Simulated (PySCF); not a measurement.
## How methods differ on the ionisation energy of Co

Co [Ar] 3d7 4s2 (4F) → Co⁺ [Ar] 3d8 (3F), as a difference of total energies. Computed with PySCF 2.14 in def2-QZVPPD, with no relativity, point nucleus. Correlated levels: valence: [Ar] frozen. The calculations carry no spin-orbit coupling.

| method | ionisation energy (eV) | difference from reference (eV) |
| --- | --- | --- |
| UHF | 7.850 | -0.019 |
| MP2 (valence) | 6.942 | -0.927 |
| SCS-MP2 (valence) | 6.970 | -0.899 |
| CCSD (valence) | 7.590 | -0.279 |
| CCSD(T) (valence) | 7.577 | -0.292 |

Reference: 7.869 eV (measured; NIST levels, between the centres of gravity of the two terms).

These non-relativistic numbers lack the scalar-relativistic shift.

Errors of the correlated levels include the incompleteness of this basis and the frozen core.
